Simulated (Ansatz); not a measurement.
fluoroethane (C2H5F), SMILES C(C)F.

The structure is a stationary point at PBE-D3(BJ)/def2-TZVP.

Two levels are set side by side: PBE/def2-SVPD (Ansatz, a quantum-chemistry and plane-wave program) and PBE0/def2-SVPD (Ansatz). Energy differences of separate SCF runs at the same geometry; the states with an electron removed or added have multiplicity 2 and 2. Differences are taken from unrounded values.

```tsv
quantity	PBE
vertical ionisation energy (eV)	11.61
vertical singlet–triplet gap (eV)	8.19
```

Q: These are the PBE values. What does PBE0 give? (An estimate is asked for; the answer gives what the named calculation found.)

A: 
```csv
quantity,PBE0,PBE minus PBE0
vertical ionisation energy (eV),12.12,-0.51
vertical singlet–triplet gap (eV),8.85,-0.65
```
